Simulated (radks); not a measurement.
The titanium ion Ti+, 21 electrons, occupied as [Ar] 3d2.5 4s0.5 (fractional occupations, a model configuration). Calculated with a radial shooting solver on a logarithmic mesh with Libxc functionals: Dirac Kohn-Sham, PBE, spin-unpolarised, spherical densities, finite nucleus; open shells are shared between the two j in proportion to 2j + 1; Fermi nuclear charge, rms radius 3.5921 fm.

Normalised radial functions P(r) = r R(r) (large component), r in bohr:

r,2p3/2,3s1/2,3p1/2
0.007662,0.0180,0.1452,0.0073
0.008778,0.0233,0.1618,0.0093
0.01006,0.0301,0.1796,0.0119
0.01143,0.0383,0.1973,0.0149
0.0131,0.0494,0.2169,0.0190
0.015,0.0634,0.2369,0.0242
0.01719,0.0812,0.2568,0.0308
0.01954,0.1022,0.2749,0.0384
0.02238,0.1300,0.2925,0.0486
0.02564,0.1647,0.3074,0.0611
0.02938,0.2075,0.3182,0.0766
0.03366,0.2601,0.3231,0.0954
0.03825,0.3198,0.3207,0.1167
0.04383,0.3956,0.3088,0.1436
0.05021,0.4854,0.2850,0.1752
0.05753,0.5902,0.2474,0.2116
0.06538,0.7028,0.1978,0.2504
0.07491,0.8367,0.1290,0.2956
0.08582,0.9832,0.0439,0.3439
0.09832,1.1386,-0.0560,0.3932
0.1126,1.2971,-0.1667,0.4406
0.128,1.4421,-0.2753,0.4798
0.1467,1.5823,-0.3869,0.5109
0.168,1.6967,-0.4836,0.5250
0.1925,1.7732,-0.5521,0.5156
0.2188,1.8002,-0.5785,0.4792
0.2507,1.7732,-0.5545,0.4061
0.2872,1.6851,-0.4684,0.2945
0.3291,1.5385,-0.3175,0.1447
0.377,1.3430,-0.1079,-0.0386
0.4285,1.1289,0.1293,-0.2325
0.4909,0.8891,0.4010,-0.4471
0.5624,0.6581,0.6638,-0.6526
0.6444,0.4548,0.8863,-0.8292
0.7323,0.2993,1.0333,-0.9516
0.839,0.1762,1.1050,-1.0214
0.9613,0.0940,1.0853,-1.0230
1.101,0.0449,0.9855,-0.9605
1.262,0.0189,0.8294,-0.8471
1.434,0.0074,0.6576,-0.7109
1.643,0.0023,0.4762,-0.5545
1.882,0.0006,0.3174,-0.4046
2.157,0.0001,0.1936,-0.2749
2.451,0.0000,0.1112,-0.1780
2.808,0.0000,0.0556,-0.1032
3.217,0.0000,0.0246,-0.0543
3.686,0.0000,0.0095,-0.0256
4.223,0.0000,0.0031,-0.0106
4.799,0.0000,0.0009,-0.0041
5.499,0.0000,0.0002,-0.0013
6.3,0.0000,0.0000,-0.0003
7.217,0.0000,0.0000,-0.0001
8.203,0.0000,0.0000,0.0000
9.398,0.0000,0.0000,0.0000
10.77,0.0000,0.0000,0.0000

2p3/2: eigenvalue -446.78 eV, 0 radial nodes, <r> = 0.291 bohr, 90 % of the charge inside 0.478 bohr. 3s1/2: eigenvalue -67.525 eV, 2 radial nodes at r = 0.0913, 0.400 bohr, <r> = 1.01 bohr, 90 % of the charge inside 1.52 bohr. 3p1/2: eigenvalue -44.300 eV, 1 radial node at r = 0.367 bohr, <r> = 1.09 bohr, 90 % of the charge inside 1.68 bohr.
